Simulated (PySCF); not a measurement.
**Stretching SnPb**

Set-up: Sn def2-SVP with ECP28, Pb def2-SVP with ECP60; scalar-relativistic core potentials (PySCF 2.14). Energies in eV from Sn + Pb in their ground configurations at the same level. State: ³Σ⁻ (triplet), unpaired electrons π ↑↑.

All columns are PBE0. A positive dipole means Sn(−)Pb(+).

| R (Å) | E (eV) | μ (D) | Mulliken charge on Sn (basis-dependent) | HOMO (eV) | LUMO (eV) | Mayer bond order | ⟨S²⟩ |
| --- | --- | --- | --- | --- | --- | --- | --- |
| 2.435 | -1.278 | 0.44 | -0.02 | -4.85 | -3.50 | 1.95 | 2.00 |
| 2.548 | -1.822 | 0.52 | -0.01 | -4.89 | -3.34 | 1.96 | 2.00 |
| 2.661 | -2.117 | 0.58 | -0.01 | -4.91 | -3.20 | 1.97 | 2.00 |
| 2.746 | -2.220 | 0.62 | -0.01 | -4.91 | -3.11 | 1.97 | 2.00 |
| 2.831 | -2.247 | 0.66 | -0.01 | -4.91 | -3.03 | 1.98 | 2.00 |
| 2.916 | -2.219 | 0.69 | -0.01 | -4.89 | -2.95 | 1.98 | 2.00 |
| 3.029 | -2.115 | 0.73 | -0.02 | -4.87 | -2.87 | 1.99 | 2.00 |
| 3.171 | -1.915 | 0.77 | -0.02 | -4.81 | -2.78 | 1.99 | 2.00 |
| 3.341 | -1.616 | 0.80 | -0.02 | -4.74 | -2.79 | 2.00 | 2.00 |
| 3.567 | -1.177 | 0.84 | -0.03 | -4.62 | -2.96 | 2.00 | 2.00 |

A fit through these points gives, at Re = 2.826 Å, μ = 0.66 D and dμ/dR = 0.412 D/Å; the reduced mass is 76.06 u.

How strong is the fundamental in the double-harmonic approximation, I = 42.26·(dμ/dR)²/μred km/mol?

I = 42.26·(0.412)²/76.06 = 0.0943 km/mol at PBE0.

These are scalar-relativistic numbers at best; spin–orbit coupling would shift them, the dissociation energy most. The state is the lowest determinant that a PBE0 search found; another state may lie lower at other levels.
